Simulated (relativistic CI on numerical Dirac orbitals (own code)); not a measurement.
**How well does a small relativistic CI reproduce Pr3+?**

Computed by Dirac-Coulomb-Breit CI, orbitals from a KLI potential per configuration, QED by a radiative potential, valence Slater integrals scaled by 0.85, P86 correlation energy added to each configuration (own radial code, finite nucleus).

Configuration list (outside the closed core [Kr] 4d10 5s2): 4f2 5p6, 4f 5p6 5d, 4f 5p6 6s, 4f2 5p5 5d, 4f 5p6 6p, 4f3 5p5, 4f 5p6 6d, 4f 5p6 7s, 4f 5p6 5f, 4f 5p6 7p, 4f2 5p5 6s, 4f 5p6 6f, 5p6 5d2, 5p5 5d3, 5p6 5d 6s, 5p5 5d2 6s, 5p6 5f2, 5p5 5d 5f2. Double excitations out of closed p, d and f shells are left out; levels of such configurations are missing from the list, as are those of other unlisted configurations, and high levels can miss mixing partners.

| Configuration | Term (tabulated) | J | Measured (cm⁻¹) | Computed | Error | Purity (%) |
| --- | --- | --- | --- | --- | --- | --- |
| 4f2 5p6 | 3H | 4 | 0.0 | 0 | 0 | 97 |
| 4f2 5p6 | 3H | 5 | 2152.1 | 2019 | -133 | 99 |
| 4f2 5p6 | 3H | 6 | 4389.1 | 4127 | -262 | 99 |
| 4f2 5p6 | 3F | 2 | 4996.6 | 5463 | 467 | 98 |
| 4f2 5p6 | 3F | 3 | 6415.2 | 6756 | 341 | 99 |
| 4f2 5p6 | 1D | 2 | 17334.4 | 18841 | 1507 | 91 |
| 4f2 5p6 | 3P | 0 | 21389.8 | 23570 | 2180 | 98 |
| 4f2 5p6 | 3P | 1 | 22007.5 | 24113 | 2106 | 99 |
| 4f2 5p6 | 1I | 6 | 22211.5 | 23087 | 875 | 99 |
| 4f2 5p6 | 3P | 2 | 23160.6 | 25110 | 1950 | 93 |
| 4f 5p6 5d | 1G° | 4 | 61170.9 | 56154 | -5017 | 72 |
| 4f 5p6 5d | 3F° | 2 | 61457.5 | 56369 | -5088 | 79 |
| 4f 5p6 5d | 3G° | 3 | 63355.9 | 57796 | -5560 | 79 |
| 4f 5p6 5d | 3H° | 4 | 63580.6 | 58744 | -4837 | 78 |
| 4f 5p6 5d | 3F° | 3 | 64123.5 | 58522 | -5601 | 85 |
| 4f 5p6 5d | 3H° | 5 | 65239.4 | 60493 | -4746 | 99 |
| 4f 5p6 5d | 1D° | 2 | 65321.7 | 60492 | -4830 | 68 |
| 4f 5p6 5d | 3G° | 4 | 65639.9 | 59918 | -5722 | 88 |
| 4f 5p6 5d | 3F° | 4 | 66518.0 | 60834 | -5684 | 72 |
| 4f 5p6 5d | 3D° | 1 | 66967.7 | 62132 | -4835 | 95 |
| 4f 5p6 5d | 3G° | 5 | 67899.3 | 62032 | -5867 | 97 |
| 4f 5p6 5d | 3H° | 6 | 68077.8 | 63137 | -4941 | 99 |
| 4f 5p6 5d | 3D° † | 2 | 68411.5 | 63519 | -4893 | 89 |
| 4f 5p6 5d | 3D° † | 3 | 68495.6 | 63363 | -5133 | 59 |
| 4f 5p6 5d | 3P° | 1 | 70755.3 | 66074 | -4682 | 92 |
| 4f 5p6 5d | 3P° | 0 | 70842.9 | 66096 | -4747 | 98 |
| 4f 5p6 5d | 3P° | 2 | 72185.1 | 67483 | -4702 | 93 |
| 4f 5p6 5d | 1H° | 5 | 75265.7 | 70468 | -4797 | 96 |
| 4f 5p6 5d | 1P° | 1 | 78776.4 | 74062 | -4714 | 91 |
| 4f 5p6 6s | (5/2,1/2)° | 2 | 100258.5 | 99767 | -492 | 99 |
| 4f 5p6 6s | (5/2,1/2)° | 3 | 100543.9 | 100081 | -463 | 70 |
| 4f 5p6 6s | (7/2,1/2)° | 4 | 103271.4 | 102675 | -597 | 99 |
| 4f 5p6 6s | (7/2,1/2)° | 3 | 103753.8 | 103249 | -505 | 70 |
| 4f 5p6 6p | (5/2,1/2) † | 3 | 136850.9 | 136468 | -383 | 55 |
| 4f 5p6 6p | (5/2,1/2) † | 2 | 137175.0 | 136531 | -644 | 73 |
| 4f 5p6 6p | (7/2,1/2) | 3 | 139875.3 | 139139 | -736 | 62 |
| 4f 5p6 6p | (5/2,3/2) | 3 | 141254.0 | 140487 | -767 | 44 |
| 4f 5p6 6p | (5/2,3/2) | 2 | 142331.6 | 141479 | -853 | 55 |
| 4f 5p6 6p | (5/2,3/2) | 1 | 142997.3 | 142247 | -750 | 99 |
| 4f 5p6 6p | (7/2,3/2) | 3 | 144943.3 | 144029 | -914 | 68 |
| 4f 5p6 6p | (7/2,3/2) | 5 | 145281.2 | 144457 | -824 | 99 |
| 4f 5p6 6p | (7/2,3/2) | 2 | 146577.1 | 145601 | -976 | 63 |

Measured levels from Martin, Zalubas and Hagan, Atomic Energy Levels: The Rare-Earth Elements, NSRDS-NBS 60 (1978); pairs were made by configuration, J and term (by order where the table uses no LS term), so strongly mixed levels may be paired wrongly.

Mean error by configuration (cm⁻¹): 4f2 5p6 1003; 4f 5p6 5d -5081; 4f 5p6 6s -514; 4f 5p6 6p -831. Over the excited levels the mean absolute error is 2813 cm⁻¹ (41 of the 45 excited levels that our extract of the source holds in range could be paired, and the others can miss by more), and the median relative error of those above 1,000 cm⁻¹ is 6.6 %. Some levels of the ground configuration have no partner. † marks terms whose computed intervals miss the measured ones by more than a factor of 2.5, or configurations far off the rest, from wrong mixing, a near crossing or a doubtful label or measurement; they are left out of the means.
